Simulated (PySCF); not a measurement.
# Relaxation of triplet PtO₂

Computed with UPBE0/[Pt def2-TZVP with ECP60, O def2-TZVP], scalar-relativistic core potentials, density fitting, no spin–orbit coupling, PySCF. A (50,194) grid was used.

A hand-made linear start, of D∞h symmetry, held to at least that symmetry:

```xyz
3
charge 0 multiplicity 3, angstrom
Pt    0.0000    0.0000    0.0000
O     0.0000    0.0000    1.6900
O     0.0000    0.0000   -1.6900
```

**Question.** What does it relax to?

**Answer.** It ends at D∞h with Pt–O 1.736 Å (×2); O–Pt–O 180.0°. A frequency run shows 1 imaginary mode, down to 103i cm⁻¹, so it is a saddle point.

**Question.** How much energy is released, and in how many steps?

**Answer.** 11.7 kJ/mol in 4 steps.

Open d and f shells are described by one determinant, and the ground state may have another occupation or spin. At this level a singlet minimum of D∞h symmetry lies 113 kJ/mol below this structure. No spin–orbit coupling is included, which matters more the heavier the element.

The relaxation took about 30 core-seconds on a shared host.
